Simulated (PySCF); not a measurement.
# Simulated absorption spectrum

Compound: C3H13PSi2.
Cartesian coordinates in Å at the GFN2-xTB level; atoms count from 1:
```xyz
19
C3H13PSi2 angstrom
C     -1.3218   -0.8905    1.6837
Si    -0.9054    0.4074    0.3511
C     -2.3460    0.4754   -0.8953
Si     1.0918   -0.1533   -0.7452
C      2.3299   -1.0193    0.4208
P      2.2268    1.5784   -1.6365
H     -0.5702   -0.9082    2.4671
H     -1.3728   -1.8888    1.2585
H     -2.2795   -0.6861    2.1531
H     -0.8497    1.7247    1.0245
H     -2.1527    1.1998   -1.6812
H     -2.5014   -0.4883   -1.3729
H     -3.2781    0.7560   -0.4132
H      0.9036   -1.0514   -1.9061
H      1.9352   -1.9668    0.7736
H      3.2713   -1.2177   -0.0841
H      2.5489   -0.4070    1.2917
H      2.1528    2.3726   -0.5070
H      1.1075    2.1724   -2.1901
```

Computed with TDDFT PBE0/def2-SVPD, vertical, gas phase, core orbitals frozen in the response in PySCF 2.14.0, density-fitted response routines.

Each state is given a Gaussian of 0.4 eV full width at half maximum, with ε(max) = 2.175×10⁸ f / Δν̃ (Δν̃ the width in cm⁻¹). The width is an assumption, not a result. The curve ends short of the highest state used, and states not computed would add to its high-energy end.

λ (nm), ε (L mol⁻¹ cm⁻¹) and a bar:
```
    185.7       4968 ############
    186.8       4739 ############
    187.9       4704 ############
    189.0       4739 ############
    190.1       4753 ############
    191.3       4683 ############
    192.4       4535 ###########
    193.5       4336 ###########
    194.6       4142 ##########
    195.7       4022 ##########
    196.8       4047 ##########
    198.0       4308 ###########
    199.1       4802 ############
    200.2       5546 ##############
    201.3       6510 ################
    202.4       7631 ###################
    203.6       8923 ######################
    204.7      10048 #########################
    205.8      11001 ###########################
    206.9      11681 #############################
    208.0      12018 ##############################
    209.2      11956 ##############################
    210.3      11515 #############################
    211.4      10753 ###########################
    212.5       9744 ########################
    213.6       8575 #####################
    214.7       7334 ##################
    215.9       5993 ###############
    217.0       4843 ############
    218.1       3813 #########
    219.2       2928 #######
    220.3       2194 #####
    221.5       1560 ####
    222.6       1114 ###
    223.7        778 ##
    224.8        532 #
    225.9        356 #
    227.1        225 #
    228.2        145 
    229.3         91 
    230.4         56 
    231.5         34 
    232.6         21 
    233.8         12
```

(1) Where are the band maxima, and which computed states make them?

(2) Coming from long wavelengths, where does ε first pass 100 L mol⁻¹ cm⁻¹?

(3) On this curve, what absorbance would a 10⁻⁵ mol/L sample give at 193 nm over a 1 cm path?

## Answers

(1) 208 nm (5.95 eV), ε about 12000, made up of S1 (29%) and S2 (70%); 190 nm (6.53 eV), ε about 4800, made up of S3 (11%) and S4 (81%) (hardly more than a shoulder) (ε in L mol⁻¹ cm⁻¹; maxima over ε = 5, shares over 10%). At its high-energy end, 6.68 eV, the curve is still rising (ε about 5000, from S4, S5 and S6). The states used: S1 5.90 eV (f 0.054); S2 5.96 eV (f 0.125); S3 6.33 eV (f 0.016); S4 6.53 eV (f 0.057); S5 6.95 eV (f 0.085); S6 7.10 eV (f 0.210); S7 7.18 eV (f 0.037); S8 7.28 eV (f 0.010).

(2) At about 229 nm (5.41 eV), 0.49 eV below S1.

(3) 193 nm is 6.424 eV, where ε is about 4400 L mol⁻¹ cm⁻¹, so A = ε c l ≈ 0.044 (Beer–Lambert, with the gas-phase spectrum and the assumed width).

One conformer stands for the species.
